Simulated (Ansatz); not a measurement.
Cost and result for the atomization energy of `[SiH2]1[SiH2][SiH2][GeH2][SiH2][SiH2]1` (18 atoms, 18 bonds).

Z-matrix (Å, degrees):
```
Si
Si 1 2.339
Si 1 2.346 2 108.4
H 1 1.491 2 108.2 3 117.9
H 1 1.490 2 112.4 3 -122.7
Si 2 2.343 1 107.6 3 -74.3
H 2 1.490 1 112.3 3 163.3
H 2 1.491 1 108.7 3 43.6
Si 3 2.343 1 110.0 2 33.5
H 3 1.490 1 109.4 2 -87.3
H 3 1.490 1 109.8 2 154.1
Ge 6 2.389 2 109.7 1 37.9
H 6 1.489 2 110.4 1 158.4
H 6 1.489 2 109.4 1 -82.4
H 9 1.490 3 108.9 1 -82.4
H 9 1.489 3 111.1 1 158.4
H 12 1.541 6 109.0 2 -88.4
H 12 1.540 6 110.8 2 153.1
```

The species carries charge 0 and has multiplicity 1. Correlated methods include outer-core shells of Ge, which these sets cover unevenly. Scalar relativity is left out up to krypton. All single points use the PBE0-D4/def2-TZVP geometry. Program: Ansatz. All runs use 3 threads of an AMD EPYC 7R13 on a shared host and a share of an NVIDIA H100 80 GB. Times are those of one run each, without the atoms' runs, and a repeat can differ threefold. Electronic energies, without spin–orbit coupling; frozen cores. CCSD(T)/CBS adds CCSD(T) − MP2 in def2-TZVPP to the MP2 limit, and its time is that of the two runs behind it. T1 = 0.014. With those shells the extrapolation isn't a true limit. B3LYP takes the VWN-RPA correlation (the form of Gaussian; ORCA's B3LYP/G). HSE06 is the plane-wave form, built on full-range PBE exchange.

CCSD(T)/CBS is a level of theory with its own doubt, some kJ/mol a heavy atom from the limit and from the frozen cores, so smaller differences don't rank the functionals.

| level | functions | wall time | atomization (kcal/mol) | difference from CCSD(T)/CBS | per bond |
| --- | --- | --- | --- | --- | --- |
| revPBE-D4/def2-TZVPP | 426 | 2.1 s | 1224.8 | -31.5 | -1.7 |
| CAM-B3LYP-D4/def2-TZVPP | 426 | 2.2 s | 1249.8 | -6.5 | -0.4 |
| BLYP-D4/def2-TZVPP | 426 | 2.3 s | 1228.9 | -27.4 | -1.5 |
| CCSD(T)/def2-SVP | 182 | 2.3 s | 1164.3 | -92.0 | -5.1 |
| HSE06-D4/def2-TZVPP | 426 | 2.5 s | 1242.7 | -13.6 | -0.8 |
| r2SCANh-D4/def2-TZVPP | 426 | 2.5 s | 1254.4 | -1.9 | -0.1 |
| B3LYP-D4/def2-TZVPP (with forces) | 426 | 2.6 s | 1248.3 | -8.0 | -0.4 |
| B97M-V/def2-TZVPP | 426 | 2.6 s | 1268.3 | 12.0 | 0.7 |
| r2SCAN-D4/def2-TZVPP (with forces) | 426 | 2.7 s | 1257.0 | 0.7 | 0.0 |
| ωB97X-V/def2-TZVPP | 426 | 2.8 s | 1269.7 | 13.4 | 0.7 |
| MP2/def2-QZVPP | 799 | 9 s | 1226.2 | -30.1 | -1.7 |
| CCSD(T)/def2-TZVPP | 426 | 21 s | 1224.7 | -31.6 | -1.8 |
| CCSD(T)/CBS(def2) | – | 30 s | 1256.3 | 0.0 | 0.0 |

At CCSD(T), def2-SVP lies −91.9 kcal/mol from the extrapolated value and def2-TZVPP −31.5 kcal/mol: correlation converges slowly with the basis, and small sets miss more of it in the bonded molecule than in its fragments. Leaving LDA and LC-ωPBE aside and taking each functional with its dispersion term where it has one, the values, not all of them listed here, spread over 45.3 kcal/mol, from B2PLYP to ωB97X-V. LDA lies +158.9 kcal/mol from PBE without D4, its usual overbinding. From PBE to PBE0 (25 % exact exchange), in def2-TZVPP and without D4, the atomization energy moves by +4.6 kcal/mol.
